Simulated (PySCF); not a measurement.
Species: Mo(NH)2Cl2 (singlet state).
Structure used (PBE0-D3(BJ)/def2-SVP), in Å, numbered top down from 1:
```
atom  x, y, z in Å
Mo1   -0.387    0.034   -0.293
N2    -0.435   -0.080    1.412
H3    -0.019   -0.158    2.340
N4     1.247    0.017   -0.789
H5     2.252   -0.027   -0.626
Cl6   -1.278    2.050   -0.898
Cl7   -1.380   -1.836   -1.145
```

The calculation used PySCF 2.14.0, density-fitted response routines, TDDFT CAM-B3LYP/def2-SVPD, vertical, gas phase, core orbitals frozen in the response, def2 core potentials past Kr. Spin–orbit coupling is left out.

Ground-to-excited transition dipoles (e·a0, same axes as the geometry; the sign carries no meaning), for the states with f of 0.002 or more among the lowest 10:

| state | E (eV) | μx | μy | μz |
| --- | --- | --- | --- | --- |
| S1 | 4.082 | -0.159 | -0.009 | 0.209 |
| S2 | 4.317 | 0.010 | 0.281 | 0.019 |
| S4 | 4.540 | 0.013 | 0.390 | 0.027 |
| S8 | 5.525 | 0.042 | 0.041 | -0.113 |
| S9 | 5.533 | -0.033 | 0.309 | 0.025 |
| S10 | 5.538 | -0.090 | -0.128 | -0.024 |

(1) Work out the oscillator strengths.

(2) Which bond between heavy atoms lies closest to the direction of the S4 transition dipole?

(3) What angle do the transition dipoles of S4 and S9 make?

(4) What peak molar absorption coefficient would the strongest computed level give as a lone Gaussian band 0.3 eV wide at half height?

Answers

(1) f = (2/3) ΔE |μ|² with ΔE in hartree (27.2114 eV).

| state | \|μ\|² (au) | \|μ\| (D) | f |
| --- | --- | --- | --- |
| S1 | 0.069 | 0.67 | 0.007 |
| S2 | 0.079 | 0.72 | 0.008 |
| S4 | 0.153 | 0.99 | 0.017 |
| S8 | 0.016 | 0.32 | 0.002 |
| S9 | 0.097 | 0.79 | 0.013 |
| S10 | 0.025 | 0.40 | 0.003 |

(2) Mo1–Cl7 and Mo1–Cl6, at 31° from it; next Mo1–N2 and Mo1–N4 at 90°.

(3) |cos θ| = |μa·μb| / (|μa| |μb|) = 0.99, so θ ≈ 8° (taken between 0 and 90°, since the signs are arbitrary).

(4) ε(max) = 2.175×10⁸ f / FWHM, with the width in cm⁻¹. S4: 2.175×10⁸ × 0.0170 / 2420 ≈ 1500 L mol⁻¹ cm⁻¹.
